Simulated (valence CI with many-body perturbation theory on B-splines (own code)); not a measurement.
## E1 transitions of Os XLV

Method: valence CI with perturbative core correlation (CI+MBPT): four valence electrons over a frozen Dirac-Fock core [Ar] 3d10, radial functions for each j: 11 s, 11 p, 10 d, 8 f, 5 g, 2 h, with the one-electron correlation potential Σ1, the two-electron term Σ2, the three-electron term Σ3, Breit, model QED; selected CI, second order for the rest, scaled by the run's own slope (own B-spline code, finite nucleus).

No measured spectrum was set against this ion. As an estimate, large intervals hold to a few tenths of a per cent, small ones and those within an open d or f shell to about a per cent. Among the levels kept, up to 430 cm⁻¹ of a level comes from second order outside the variational space, and about a tenth of that is noise between levels of different J, which matters for small intervals.

Lines 1 to 50 of 548 in falling wavelength, among levels below 715.62 eV, chosen from the strongest by gf and those to the six lowest levels. Wavelengths and rates use the calculated energies. Electric multipoles are in the length gauge, E1 and E2 with the static RPA response of the core. Weak lines are less certain than strong ones. Lines between different terms over intervals too small for the method are left out, as are lines whose strength nearly cancels. Where a level lies close to another of its J and parity, the split of strength between their lines is uncertain. The highest levels of a list are the least certain.

Levels are named by their leading jj configuration (3d3/2^4 stands for four electrons in 3d with j = 3/2), which in mixed levels can hold well under half, so a name can repeat and another be missing. Letters in brackets count levels of one name in rising energy.

| λ vac (Å) | Upper | Lower | A (s⁻¹) | S (a.u.) |
| --- | --- | --- | --- | --- |
| 968.7 | (4s^2 4p3/2^2) J=2 | (4s 4p1/2^2 4p3/2) J=2 | 2.64e+05 | 5.91e-04 |
| 268.7 | (4s^2 4p1/2 4d3/2) J=2 | (4s^2 4p3/2^2) J=2 | 6.97e+06 | 3.34e-04 |
| 190.2 | (4s^2 4p1/2 4d3/2) J=1 | (4s^2 4p3/2^2) J=2 | 9.07e+07 | 9.24e-04 |
| 164.1 | (4s^2 4p1/2 4d5/2) J=2 | (4s^2 4p3/2^2) J=2 | 5.64e+08 | 6.16e-03 |
| 158.6 | (4s^2 4p1/2 4d5/2) J=3 | (4s^2 4p3/2^2) J=2 | 5.68e+08 | 7.82e-03 |
| 148.6 | (4s 4p1/2 4p3/2 4d3/2) J=4 | (4s^2 4p3/2 4d3/2) J=3 | 6.20e+09 | 9.03e-02 |
| 139.9 | (4s 4p1/2 4d3/2 4d5/2) J=5 | (4s^2 4d3/2 4d5/2) J=4 | 1.14e+10 | 1.69e-01 |
| 139.8 | (4s 4p1/2 4p3/2 4f7/2) J=5 [d] | (4s^2 4d5/2^2) J=4 [b] | 6.58e+09 | 9.77e-02 |
| 131.5 | (4s 4p1/2 4p3/2^2) J=2 [a] | (4s^2 4p3/2^2) J=2 | 1.31e+09 | 7.32e-03 |
| 129.0 | (4p1/2^2 4p3/2 4d5/2) J=4 | (4s 4p1/2 4p3/2 4d5/2) J=3 [c] | 8.90e+09 | 8.48e-02 |
| 128.5 | (4s 4p1/2 4p3/2 4d5/2) J=5 | (4s^2 4p3/2 4d5/2) J=4 | 1.53e+10 | 1.76e-01 |
| 128.1 | (4s 4p1/2^2 4p3/2) J=2 | (4s^2 4p1/2 4p3/2) J=2 | 1.12e+10 | 5.79e-02 |
| 127.0 | (4s 4p1/2 4p3/2 4f5/2) J=4 [a] | (4s^2 4p3/2 4f5/2) J=3 | 1.19e+10 | 1.08e-01 |
| 125.7 | (4s 4p1/2 4p3/2 4f7/2) J=6 | (4s^2 4p3/2 4f7/2) J=5 | 1.43e+10 | 1.82e-01 |
| 124.7 | (4s 4p1/2^2 4f5/2) J=3 | (4s^2 4p1/2 4f5/2) J=2 | 1.57e+10 | 1.05e-01 |
| 124.7 | (4s 4p1/2 4p3/2 4d5/2) J=4 [c] | (4s^2 4p3/2 4d5/2) J=3 | 1.04e+10 | 8.99e-02 |
| 124.6 | (4s 4p1/2^2 4f7/2) J=4 | (4s^2 4p1/2 4f7/2) J=4 | 9.84e+09 | 8.46e-02 |
| 124.1 | (4p1/2^2 4p3/2 4d5/2) J=3 | (4s 4p1/2 4p3/2 4d5/2) J=2 [d] | 1.44e+10 | 9.52e-02 |
| 123.3 | (4s 4p1/2^2 4d5/2) J=3 | (4s^2 4p1/2 4d5/2) J=3 | 1.18e+10 | 7.66e-02 |
| 122.7 | (4s 4p1/2 4p3/2^2) J=3 | (4s^2 4p3/2^2) J=2 | 1.43e+10 | 9.13e-02 |
| 122.4 | (4s 4p1/2^2 4p3/2) J=2 | (4s^2 4p1/2 4p3/2) J=1 | 1.38e+10 | 6.24e-02 |
| 122.2 | (4s 4p1/2 4d5/2^2) J=5 | (4s^2 4d5/2^2) J=4 [a] | 1.29e+10 | 1.28e-01 |
| 121.8 | (4s 4p1/2 4p3/2 4d5/2) J=3 [a] | (4s^2 4p3/2 4d5/2) J=2 | 1.23e+10 | 7.67e-02 |
| 121.7 | (4s 4p1/2 4p3/2 4f7/2) J=5 [d] | (4s 4p3/2^2 4d5/2) J=4 [a] | 8.54e+09 | 8.36e-02 |
| 121.1 | (4p1/2^2 4p3/2 4d5/2) J=3 | (4s 4p1/2 4p3/2 4d5/2) J=3 [d] | 1.77e+10 | 1.09e-01 |
| 120.2 | (4s 4p1/2 4p3/2 4f7/2) J=5 [b] | (4s^2 4p3/2 4f7/2) J=4 | 1.26e+10 | 1.19e-01 |
| 120.1 | (4s 4p1/2^2 4d5/2) J=3 | (4s^2 4p1/2 4d5/2) J=2 | 1.48e+10 | 8.86e-02 |
| 120.1 | (4p1/2^2 4p3/2 4d5/2) J=4 | (4s 4p1/2 4p3/2 4d5/2) J=4 [b] | 1.04e+10 | 8.00e-02 |
| 119.6 | (4p1/2^2 4p3/2 4d3/2) J=3 | (4s 4p1/2 4p3/2 4d3/2) J=3 [c] | 1.38e+10 | 8.15e-02 |
| 119.4 | (4s 4p1/2^2 4f7/2) J=4 | (4s^2 4p1/2 4f7/2) J=3 | 1.88e+10 | 1.42e-01 |
| 118.9 | (4s 4p1/2 4p3/2 4d5/2) J=2 [c] | (4s^2 4p3/2 4d5/2) J=1 | 1.83e+10 | 7.58e-02 |
| 118.8 | (4p1/2^2 4p3/2 4d3/2) J=2 | (4s 4p1/2 4p3/2 4d3/2) J=2 [b] | 1.85e+10 | 7.63e-02 |
| 116.9 | (4s 4p1/2^2 4d3/2) J=2 | (4s^2 4p1/2 4d3/2) J=2 | 1.84e+10 | 7.26e-02 |
| 116.5 | (4p1/2^2 4p3/2 4d5/2) J=1 | (4s 4p1/2 4p3/2 4d5/2) J=2 [c] | 3.98e+10 | 9.30e-02 |
| 116.4 | (4s 4p1/2^2 4f5/2) J=2 | (4s^2 4p1/2 4f5/2) J=3 | 1.96e+10 | 7.62e-02 |
| 116.1 | (4s 4p1/2 4p3/2 4f5/2) J=4 [c] | (4s 4p3/2^2 4d5/2) J=4 [a] | 1.15e+10 | 8.03e-02 |
| 116.1 | (4s 4p1/2 4p3/2 4f7/2) J=3 [c] | (4s^2 4d5/2^2) J=2 [b] | 1.53e+10 | 8.28e-02 |
| 115.8 | (4s 4p1/2 4p3/2 4f5/2) J=4 [b] | (4s^2 4d5/2^2) J=4 [a] | 1.16e+10 | 8.01e-02 |
| 115.0 | (4s 4p1/2^2 4d5/2) J=2 | (4s^2 4p1/2 4d5/2) J=3 | 3.09e+10 | 1.16e-01 |
| 114.4 | (4s 4p1/2 4p3/2 4d5/2) J=3 [d] | (4s^2 4p3/2 4d5/2) J=3 | 1.80e+10 | 9.32e-02 |
| 111.9 | (4s 4p1/2 4p3/2 4d5/2) J=2 [d] | (4s^2 4p3/2 4d5/2) J=3 | 2.33e+10 | 8.06e-02 |
| 111.7 | (4s 4p1/2 4p3/2 4d5/2) J=4 [b] | (4s^2 4p3/2 4d5/2) J=4 | 1.12e+10 | 6.94e-02 |
| 111.4 | (4p1/2^2 4p3/2 4d5/2) J=3 | (4s 4p1/2 4p3/2 4d5/2) J=4 [c] | 2.59e+10 | 1.24e-01 |
| 111.2 | (4s 4p1/2 4p3/2 4f7/2) J=5 [c] | (4s^2 4p3/2 4f7/2) J=5 | 1.92e+10 | 1.43e-01 |
| 110.9 | (4s 4p1/2^2 4f7/2) J=3 | (4s 4p1/2 4p3/2 4d3/2) J=4 | 2.08e+10 | 9.80e-02 |
| 110.9 | (4s 4p1/2 4p3/2 4f7/2) J=4 [d] | (4s^2 4p3/2 4f7/2) J=5 | 2.95e+10 | 1.79e-01 |
| 110.6 | (4s 4p1/2^2 4p3/2) J=1 | (4s^2 4p1/2 4p3/2) J=2 | 3.83e+10 | 7.67e-02 |
| 109.9 | (4s 4p1/2 4p3/2^2) J=1 [a] | (4s^2 4p3/2^2) J=2 | 1.06e+10 | 2.08e-02 |
| 108.7 | (4p1/2 4p3/2^3) J=2 | (4s 4p3/2^3) J=2 | 2.49e+10 | 7.87e-02 |
| 108.5 | (4p1/2^2 4p3/2 4d5/2) J=2 | (4s 4p1/2 4p3/2 4d5/2) J=3 [a] | 4.26e+10 | 1.35e-01 |
